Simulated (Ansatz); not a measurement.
Species: dichloro(dihydroxy)silane, sum formula H2SiO2Cl2 (charge 0, singlet). 
Coordinates optimised at B3LYP-D3(BJ)/def2-TZVP (Ansatz, a first-principles code):
SMILES: Cl[Si](O)(Cl)O
```xyz
7

Si     0.3365     0.0750    -0.0932
Cl    -0.4038    -0.2838     1.7900
Cl    -1.1959    -0.1068    -1.4220
O      1.0056     1.5567    -0.1249
O      1.4524    -1.0180    -0.5192
H      0.5241     2.2945     0.2587
H      2.2954    -1.0141    -0.0566
```
Charge 0, spin multiplicity 1.

CCSD(T) with Ansatz in growing basis sets, 32 correlated electrons. Valence correlation only, unless marked. Open shells are spin-unrestricted. Spin-orbit coupling is left out. No relativistic terms. Costs are ratios of core time to the smallest set, on shared machines of one kind, and rough; they hold the program's checks for lower states.

```
basis        functions  cost over smallest  E(corr) (Eh)  electronic atomisation energy (kcal/mol)
-----------  ---------  ------------------  ------------  ----------------------------------------
cc-pV(D+d)Z        107                  1×       -0.7898                                     568.7
cc-pV(T+d)Z        205                 10×       -1.0441                                     621.4
```

Formally CCSD grows as o²v⁴ and (T) as o³v⁴; with o = 16 and v going from 74 to 172 both grow 29-fold in the last step, while integrals and the mean field grow more slowly. That step adds 254.3 mEh of correlation energy and 52.7 kcal/mol to the atomisation energy.
